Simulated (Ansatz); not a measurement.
`[F][GeH2][SiH3]` + `[NH2][GeH3]` → `[F][GeH2][NH][GeH3]` + SiH₄ at 500 K and 1 bar (cleavage of the Ge–Si bond).

Isolated molecules relaxed with PBE0-D4/def2-TZVP in Ansatz; ΔE leaves out vibrations. CCSD(T)/CBS adds triple-zeta CCSD(T) − MP2 to the extrapolated MP2 energy (def2 sets, frozen cores). This one scheme is used for every species. For Ge outer-core shells are correlated without core-valence functions, which leaves a few kJ/mol of doubt a bond. Scalar relativity is left out up to krypton. Each species was taken in one conformer, which may not be the lowest.

```tsv
species	CCSD(T)/CBS energy (Eh)	H − E (kJ/mol)	S (J/(mol·K))
`[F][GeH2][SiH3]`	-2468.01111	151.6	380.4
`[NH2][GeH3]`	-2133.81884	158.0	315.9
`[F][GeH2][NH][GeH3]`	-4310.37685	200.2	436.1
SiH₄	-291.46306	102.4	230.9
```

H − E and S are ideal-gas, rigid-rotor, harmonic terms from PBE0-D4/def2-TZVP, for one conformer and one mirror image of each species. 1 Eh = 2625.50 kJ/mol, R = 8.31446 J/(mol·K).

Problem. By hand: ΔE, ΔH, ΔS and ΔG.

Solution. ΔE = (-4310.37685) + (-291.46306) − (-2468.01111) − (-2133.81884) = -0.00996 Eh = -26.1 kJ/mol. Δ(H − E) = 200.2 + 102.4 − 151.6 − 158.0 = -7.0, so ΔH = -33.1 kJ/mol. ΔS = 436.1 + 230.9 − 380.4 − 315.9 = -29.3 J/(mol·K). ΔG = -33.1 − 500 × (-29.3)/1000 = -18.5 kJ/mol.

Problem. By hand: the equilibrium constant, and the temperature at which ΔG would vanish if ΔH and ΔS stayed fixed.

Solution. log₁₀ K = −ΔG/(RT ln 10) = 1.9. ΔG = 0 at ΔH/ΔS = 1130 K.

TΔS isn't small against ΔH here. A doubt of 5 kJ/mol in ΔE shifts log₁₀ K by 0.5 here. Other conformers and mirror images would add mixing entropy, several J/(mol·K) or more a flexible species. Modes under 60 cm⁻¹, often nearly free rotors, make the harmonic entropy too high. These are equilibria of isolated gas molecules and say nothing of rates. Largest T1 diagnostic: 0.012 (customary marks: 0.02 for closed shells, 0.045 for open ones).
